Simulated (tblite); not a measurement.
Compound: C6H9F3P (charge +1).
Numbering: `[CH3:1][C:2]1=[C:3]([C:4]([F:5])([F:6])[F:7])[CH2:8][CH2:9][PH2+:10]1` (hydrogens: H11, H12, H13 on C1; H14, H15 on C8; H16, H17 on C9; H18, H19 on P10)

The geometry is computed with GFN2-xTB (gas phase).

Give the optimised bond lengths and angles.

```tsv
bond	length (pm)	order
C1–C2	148.9	single
C2=C3	134.4	double
C3–C4	151.4	single
C4–F5, C4–F6, C4–F7	133.5	single
C3–C8	149.9	single
C8–C9	154.8	single
C9–P10	181.7	single
C2–P10	179.8	single
C1–H11, C1–H12, C1–H13	108.9	single
C8–H14, C8–H15	109.4	single
C9–H16, C9–H17	109.3	single
P10–H18, P10–H19	137.8	single
```

Bonds in one row agree within 1 pm and their mean is given. Orders are formal, as drawn. A selection of angles:
```tsv
angle	degrees
C1–C2–C3	131.0
C1–C2–P10	120.8
C3–C2–P10	108.2
C2–C3–C4	125.1
C2–C3–C8	119.8
C4–C3–C8	115.1
C3–C4–F5	110.2
C3–C4–F7	113.5
F5–C4–F6	107.4
C3–C8–C9	109.7
C8–C9–P10	105.4
C2–P10–C9	96.8
```

Dihedral angles: C1–C2–C3–C4 1° (synperiplanar); C2–C3–C4–F5 113° (anticlinal); C2–C3–C8–C9 2° (synperiplanar); C3–C8–C9–P10 -2° (synperiplanar); C8–C9–P10–C2 2° (synperiplanar); C1–C2–P10–C9 179° (antiperiplanar). The mirror-image conformer, all signs reversed, is as good.

C3 (fully substituted alkene carbon) is planar (angles 125.1°, 119.8° and 115.1°, sum 360.0°, 0.01 Å off the plane of its three neighbours). The 5 C–C bonds span 1.344 Å (C2=C3, drawn double) to 1.548 Å (C8–C9, drawn single), a spread of 0.204 Å. P10 (phosphonium phosphorus) has angles from 96.8° to 114.8°. C2 (fully substituted alkene carbon) is planar (angles 131.0°, 120.8° and 108.2°, sum 360.0°, 0.00 Å off the plane of its three neighbours). Of the pairs four or more bonds apart, C1···F7 is among the closest relative to their van der Waals radii: 2.80 Å, 88 % of the sum of Bondi's values. The 5-membered ring C2–C3–C8–C9–P10 has internal angles of 96.8° to 119.8° (sum 540°, against 540° for a flat polygon); it is almost planar, 0.01 Å rms from its mean plane, widest ring torsion 2°.

Point group: near Cs, missed by 0.31 Å at most; the miss may be what the optimiser left on a soft mode. Its lowest GFN2-xTB frequency is 9i cm⁻¹, too small to tell a flat minimum from a shallow saddle. 2 starts were optimised and ended at 0.00 and 0.11 kcal/mol (GFN2-xTB); the lowest of these is shown.
